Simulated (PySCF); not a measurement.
## Core-level binding energies of 2,4-difluoropyridine

Compound: 2,4-difluoropyridine, C₅H₃F₂N.
SMILES with atom numbers: `[F:1][c:2]1[cH:3][cH:4][n:5][c:6]([F:7])[cH:8]1`

The calculation used delta-SCF UKS SCAN, pcX-2 on the ionised atom, pcseg-1 elsewhere, spin-free X2C (PySCF 2.14.0). Each binding energy is the total energy of the core-ionised species, with the hole localised on one atom, minus that of the ground state; both are solved self-consistently, so orbital relaxation is included.

Problem. What binding energy does each computed site have?

Solution. 
```csv
atom(s),bonded to,level,binding energy (eV),above the level's lowest (eV),count
C3,2 C (aromatic in the SMILES) and H,C 1s,291.17,0.00,1
C8,2 C (aromatic in the SMILES) and H,C 1s,291.32,+0.15,1
C4,"N (aromatic in the SMILES), C (aromatic in the SMILES) and H",C 1s,292.10,+0.93,1
C2,F and 2 C (aromatic in the SMILES),C 1s,293.86,+2.69,1
C6,"F, N (aromatic in the SMILES) and C (aromatic in the SMILES)",C 1s,294.19,+3.02,1
N5,2 C (aromatic in the SMILES),N 1s,405.23,0.00,1
F7,C,F 1s,693.41,0.00,1
F1,C,F 1s,693.83,+0.42,1
```

Lowest listed C 1s: C3, bonded to 2 C (aromatic in the SMILES) and H. Highest, 3.02 eV above it: C6, bonded to F, N (aromatic in the SMILES) and C (aromatic in the SMILES). The widest gap between neighbouring values is 1.76 eV, between 292.10 and 293.86 eV. Summing the Pauling electronegativity differences to the bonded atoms, each weighted by its formal bond order, gives -0.35 for the lowest site and +2.17 for the highest; no listed site has a larger sum than the highest.

Lowest listed F 1s: F7, bonded to C. Highest, 0.42 eV above it: F1, bonded to C. Summing the Pauling electronegativity differences to the bonded atoms, each weighted by its formal bond order, gives -1.43 for the lowest site and -1.43 for the highest; the sum is the same at every site.

Problem. Which effective nuclear charge Zeff reproduces each element's mean 1s value in the hydrogen-like formula E = 13.606 eV × Zeff²?

Solution. C (Z = 6): mean 292.5 eV, Zeff = 4.64, Z − Zeff = 1.36; N (Z = 7): mean 405.2 eV, Zeff = 5.46, Z − Zeff = 1.54; F (Z = 9): mean 693.6 eV, Zeff = 7.14, Z − Zeff = 1.86. Means run over the listed sites, weighted by atom count.

Isolated species at its PBE0-D3(BJ)/def2-SVP geometry, gas phase.

On an Arm Neoverse V2 with one thread (shared host), this took 61 s wall.
